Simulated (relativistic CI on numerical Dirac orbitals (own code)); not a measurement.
# How well does a small relativistic CI reproduce Tc?

Calculated at this level of theory: Dirac-Coulomb-Breit CI, orbitals from a KLI potential per configuration, model QED (radiative potential, 1s self-energy scaled to tabulated hydrogen-like ionisation energies), valence Slater integrals scaled by 0.85, P86 correlation energy added to each configuration (own radial code, finite nucleus).

Configurations in the expansion (outside the closed core [Kr]): 4d⁵5s², 4d⁶5s, 4d⁵5s5p, 4d⁶5p, 4d⁷, 4d⁶5d, 4d⁶6s, 4d⁶6p, 4d⁵5s6s, 4d⁵5s7s, 4d⁵5s6p, 4d⁴5s²5p, 4d⁴5s²7s, 4d⁵5p², 4d⁴5p³. Double excitations out of closed p, d and f shells are left out; levels of such configurations are missing from the list, as are those of other unlisted configurations, and high levels can miss mixing partners. These lack a partner that the ground configuration has and come out too high: 4d⁴5s²7s.

```csv
Configuration,Term (tabulated),J,Measured (cm⁻¹),Computed,Error,Purity (%)
4d⁵5s²,a 6S,5/2,0.0,0,0,93
4d⁶5s,a 6D,9/2,2572.9,2889,316,98
4d⁶5s,a 6D,7/2,3250.9,3519,268,99
4d⁶5s,a 6D,5/2,3700.5,3948,247,98
4d⁶5s,a 6D,3/2,4002.6,4236,233,98
4d⁶5s,a 6D,1/2,4178.8,4404,225,98
4d⁶5s,a 4D,7/2,10516.5,11939,1422,83
4d⁶5s,a 4D,5/2,11063.1,12357,1294,70
4d⁶5s,a 4D,3/2,11578.6,12890,1312,77
4d⁶5s,a 4D,1/2,11890.7,13216,1326,80
4d⁵5s5p,z 8P°,5/2,16428.7,10980,-5449,98
4d⁵5s5p,z 8P°,7/2,16874.5,11404,-5471,98
4d⁵5s5p,z 8P°,9/2,17522.9,11978,-5545,98
4d⁵5s5p,z 6P°,7/2,23265.3,19685,-3581,80
4d⁵5s5p,z 6P°,5/2,23455.2,19772,-3683,83
4d⁵5s5p,z 6P°,3/2,23588.4,19845,-3743,86
4d⁶5p,z 6D°,9/2,27369.8,24063,-3306,83
4d⁶5p,z 6D°,7/2,27660.1,24342,-3318,81
4d⁶5p,z 6D°,5/2,27940.7,24587,-3353,81
4d⁶5p,z 6D°,3/2,28151.3,24775,-3376,81
4d⁶5p,z 6D°,1/2,28296.7,24900,-3397,81
4d⁶5p,z 6F° †,11/2,30067.3,26919,-3149,81
4d⁶5p,z 6F° †,9/2,30133.3,27166,-2968,75
4d⁶5p,z 6F°,7/2,30382.1,27349,-3033,74
4d⁶5p,z 6F°,5/2,30528.9,27468,-3061,74
4d⁶5p,z 6F°,3/2,30630.6,27546,-3085,74
4d⁶5p,z 6F°,1/2,30689.1,27590,-3099,75
4d⁶5p,z 4F°,9/2,31114.1,28840,-2274,81
4d⁶5p,y 6P°,7/2,31414.0,28477,-2937,58
4d⁶5p,z 4F° †,5/2,31605.0,29691,-1914,80
4d⁶5p,z 4F° †,3/2,32253.7,29929,-2324,82
```

Measured levels from NIST Handbook of Basic Atomic Spectroscopic Data (Sansonetti and Martin, J. Phys. Chem. Ref. Data 34, 1559 (2005)); pairs were made by configuration, J and term (by order where the table uses no LS term), so strongly mixed levels may be paired wrongly.

Mean error by configuration (cm⁻¹): 4d⁶5s 738; 4d⁵5s5p -4578; 4d⁶5p -3113. Over the excited levels the mean absolute error is 2629 cm⁻¹ (30 of the 33 excited levels that our extract of the source holds in range could be paired, and the others can miss by more), and the median relative error of those above 1,000 cm⁻¹ is 12 %. † marks terms whose computed intervals miss the measured ones by more than a factor of 2.5, or configurations far off the rest, from wrong mixing, a near crossing or a doubtful label or measurement; they are left out of the means.
